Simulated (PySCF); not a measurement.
Orbital gap (eV) of eight silicon and germanium compounds: PBE beside CAM-B3LYP, computed with PySCF for isolated molecules in the bases named; differences from unrounded values. The eight are the first of their class met in an unordered collection, after screening for sound electronic states; none was chosen by its value. Each molecule has one DFT geometry for both levels.

```tsv
molecule	basis	CAM-B3LYP
C₂H₇NOSi, SMILES N(/[SiH3])=C\CO	def2-TZVP	8.77
GeH₅O₃P, SMILES [OH][Ge]([PH2])([OH])[OH]	def2-TZVP	9.78
disilanylformaldehyde (CH6OSi2), SMILES O=C[SiH2][SiH3]	def2-TZVP	7.88
F2GeH4OSi, SMILES F[SiH](F)[O][GeH3]	def2-TZVP	11.56
C₄H₅ClSi, SMILES C1=C[SiH2]C=C1Cl	def2-TZVP	7.53
Si(H)2(Me)(NCO) (C2H5NOSi), SMILES C[SiH2]N=C=O	def2-TZVP	11.14
C3H8O2Si, SMILES COC[SiH2]C=O	def2-TZVP	7.98
CH11NOSi3, SMILES CO[SiH2][SiH2]N[SiH3]	def2-TZVP	8.92
```

### Question
Estimate the PBE values and say how PBE differs from CAM-B3LYP over the set. (The exact figures need the calculation; the answer reports its results.)

### Answer

| molecule | PBE | difference |
|---|---|---|
| C₂H₇NOSi, SMILES N(/[SiH3])=C\CO | 3.70 | -5.07 |
| GeH₅O₃P, SMILES [OH][Ge]([PH2])([OH])[OH] | 5.35 | -4.43 |
| disilanylformaldehyde (CH6OSi2), SMILES O=C[SiH2][SiH3] | 2.77 | -5.11 |
| F2GeH4OSi, SMILES F[SiH](F)[O][GeH3] | 6.72 | -4.84 |
| C₄H₅ClSi, SMILES C1=C[SiH2]C=C1Cl | 3.24 | -4.29 |
| Si(H)2(Me)(NCO) (C2H5NOSi), SMILES C[SiH2]N=C=O | 6.63 | -4.51 |
| C3H8O2Si, SMILES COC[SiH2]C=O | 2.73 | -5.25 |
| CH11NOSi3, SMILES CO[SiH2][SiH2]N[SiH3] | 4.49 | -4.43 |
PBE lies below CAM-B3LYP in 8 and above it in 0 of the eight; the mean signed difference is -4.74 and the largest -5.25 eV.
